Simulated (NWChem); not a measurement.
Correlation energy of Sb (+1)

```xyz
1

Sb     0.0000     0.0000     0.0000
```
Charge +1, spin multiplicity 3.

The numbers come from NWChem runs, not from measurements.

Basis set: def2-QZVP. Each correlation energy counts from its own Hartree-Fock reference.

Effective core potentials replace the inner electrons of Sb; spin-orbit coupling is left out. The correlated methods keep 4 core orbitals frozen. The stability of the SCF solutions was not checked. Open-shell Hartree-Fock references start from PBE0 orbitals. No row is a measurement; the coupled-cluster row has its own basis-set and correlation limits.

| method | correlation energy (mHa) |
|---|---|
| CCSD on ROHF | -468.3 |
| SCS-UMP2 | -435.8 |
| CCSD(T) on ROHF | (withheld) |
| CCSD[T] on ROHF | (withheld) |
| UMP2 | -498.3 |

Task: Complete the blanks.

Result: 
- CCSD(T) on ROHF, correlation energy (mHa): -477.5
- CCSD[T] on ROHF, correlation energy (mHa): -477.6
